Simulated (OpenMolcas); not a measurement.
A calculation on Rh I.

```yaml
Program: OpenMolcas 26.06
Method: "SS-CASPT2, IPEA 0.25 Eh, imaginary shift 0.1 Eh (closed shells correlated: 4s 4p)"
Basis: ANO-RCC-VTZP [7s6p4d2f1g]
Scalar_Hamiltonian: DKH2, point nucleus
Active_space: 9 electrons in 6 orbitals (4d 5s)
State_averaging: 2S+1 = 4 even, 20 roots; 2S+1 = 2 even, 52 roots kept (CI in the orbitals of an earlier block)
Spin-orbit_coupling: RASSI with atomic mean-field integrals over the reference wave functions, term energies averaged over their components
```

Q: Which level of the active space comes out lowest?

A: 4d8 5s 4F 9/2, with 100 % of that term; it is also the measured ground level.

Q: How high does 4d8 5s 2P 3/2 lie?

A: 13500 cm-1 above the lowest level.

Q: How high does 4d8 5s 2F 7/2 lie?

A: 5450 cm-1 above the lowest level; measured 5691 cm-1 above the ground level, so the calculation is off by -4 %.

Q: How high does 4d8 5s 4P 1/2 lie?

A: 11630 cm-1 above the lowest level.

Q: The level at 11830 cm-1 has J = 5/2. What is it made of, and what is its g factor?

A: 48 % 4d8 5s 2D 5/2, 41 % 4d8 5s 4P, 7 % 4d8 5s 2F; g = 1.335, against 1.200 from Landé's formula for the pure leading term.

Measured values: NIST Handbook of Basic Atomic Spectroscopic Data.

CASPT2 does not keep the components of a term degenerate, so their means are used; among the terms shown or strongly mixed into the levels shown the widest spread is 630 cm-1 (4d8 5s 4F). Terms from blocks run as CI alone lack orbitals of their own. No level of 4d9 was computed, though it lies in the active space. Measured partners are found by configuration, term and J. A level has none where our copy of the source lacks it or the pairing is in doubt (some pairs that miss far off the trend of their configuration count as doubtful), and it then counts in no deviation. Levels of configurations outside the active space are missing.
